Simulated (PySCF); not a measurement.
Gas-phase reaction: 2 WO2Cl2 + 2 HOCl ⇌ W2O6 + H2 + 6 Cl

Energies from PySCF (xtb for GFN2), thermal terms from the rigid-rotor harmonic-oscillator model, ideal gas at 1 bar. † marks an energy on the PBE0/def2-TZVP geometry and frequencies; other levels use their own. Open shells (unrestricted): Cl (multiplicity 2, electronic degeneracy 6); the rest are closed-shell singlets. GFN2 has no spin-polarisation term. Spin-orbit splitting is ignored; it lowers the true energy and changes the entropy of Cl. B3LYP is the form with VWN-RPA correlation. W: scalar-relativistic def2 core potential, no spin-orbit coupling. W2O6: computed as isolated molecules; such fragments, hydroxides, amides, oligomers or adducts are transient or little studied in the gas. The harmonic model lacks anharmonicity and excited electronic states, which grow with temperature; levels with a mode under 35 cm⁻¹ are left out. Soft modes under 120 cm⁻¹ make the harmonic entropy rough for WO2Cl2, W2O6.

| level | ΔE electronic, kJ | ΔH°(298 K), kJ | ΔS°(298 K), J/K | ΔG°(2500 K), kJ |
|---|---|---|---|---|
| B3LYP/def2-TZVP† | 982 | 958 | 377 | -72 |
| GFN2-xTB | 1298 | 1269 | 400 | 169 |
| HF/def2-TZVP† | 539 | 514 | 377 | -516 |
| M06-2X/def2-TZVP† | 1037 | 1013 | 377 | -18 |
| PBE0/def2-QZVP† | 1057 | 1033 | 377 | 2 |
| PBE0/def2-SVP† | 1024 | 999 | 377 | -31 |
| LDA/def2-TZVP† | 1351 | 1327 | 377 | 296 |
ΔH° is lowest at HF/def2-TZVP† and highest at LDA/def2-TZVP†. No reference value is set beside these.
